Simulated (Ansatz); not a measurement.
C$_{2}$H$_{4}$FNOSi, SMILES `O[SiH]1CN=C1F`. Total charge 0; spin multiplicity 1.

```xyz
10

O     2.1598    0.1415   -0.0508
Si    0.6567   -0.1775    0.5085
C    -0.7443   -0.8340   -0.5752
N    -1.5526    0.3760   -0.2333
C    -0.7369    1.0798    0.4369
F    -1.0693    2.2702    0.9032
H     2.2525    0.5879   -0.8940
H     0.8650   -0.8162    1.8278
H    -1.2604   -1.7463   -0.2713
H    -0.5705   -0.8815   -1.6518
```

Question: List the harmonic frequencies (cm⁻¹, unscaled) at PBE0-D4/def2-TZVP in Ansatz. (Estimate.)

Answer: Ansatz gave: 140, 175, 287, 314, 377, 473, 541, 652, 695, 746, 773, 826, 881, 948, 998, 1147, 1182, 1318, 1454, 1681, 2254, 3083, 3132, 3919.

Question: Is this a minimum?

Answer: Yes, all 24 modes are real.

Question: Give the ideal-gas thermochemistry at 298.15 K and 1 bar (rigid rotor, harmonic oscillator; point group C1, symmetry number 1).

Answer: Zero-point energy 167.4 kJ/mol; H(298) − E = 186.7 kJ/mol; entropy 331.8 J/(mol·K), of which translation 166.9, rotation 113.7, vibration 51.2; G(298) − E = 87.8 kJ/mol.

Question: Rotational constants (cm⁻¹)?

Answer: 0.156, 0.08048, 0.05869.
